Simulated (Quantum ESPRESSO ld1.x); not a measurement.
One sound ld1.x (Quantum ESPRESSO 7.5) input for the nickel ion Ni3+ gives E = -1503.1863 hartree in 34 iterations:

```
 &input
    zed=28.0,
    iswitch=1,
    rel=0,
    dft='PW',
    config='[Ar] 3d7',
    verbosity='high',
    prefix='ld1',
    max_out_wfc=37,
    file_charge='ld1.rho',
 /
```

Changed or added lines, one case at a time, and what came of them:

- config='[Ar] 3d7 1s1': refused. The program stops in el_config with "wavefunction 1S found too many times": the bracketed core already holds 1s.
- rel=1 relpert=.true.: refused. The program stops in ld1_readin with "perturbative SO-splitting for AE calculations with rel=0 only": the perturbative correction needs rel = 0.
- rmax=1.0: not converged. The mesh cuts the orbital tails; the cycle ends with warnings and the numbers are not to be used.
- rmax=5000.0: harmless. The energy moves by less than 1e-5 hartree against the default mesh (-1503.1863 hartree).
- rel=2 lsd=1: refused. The program stops in ld1_readin with "local spin density and spin-orbit not allowed": spin polarisation goes with rel = 0 or 1 alone.
- iswitch=7: refused. The program stops in ld1_readin with "wrong iswitch": iswitch takes 1 to 4.
- config='[Ar] 3d': refused. The program stops in el_config with "no occupancy field?": each term needs its occupation.
